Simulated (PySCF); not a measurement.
A structure optimised at PBE0-D3(BJ)/def2-TZVP, used in a PySCF frequency run:

```xyz
3

Se     0.0000     0.0000     0.6794
Cl     0.0000    -1.6623    -0.6794
Cl     0.0000     1.6623    -0.6794
```
Charge 0, spin multiplicity 1.

**Question.** Write its SMILES, formula and point group.

**Answer.** Cl[Se]Cl, Cl2Se, C2v

**Question.** What are its rotational constants (standard atomic weights)?

**Answer.** 7.3273, 2.5797, 1.9080 GHz
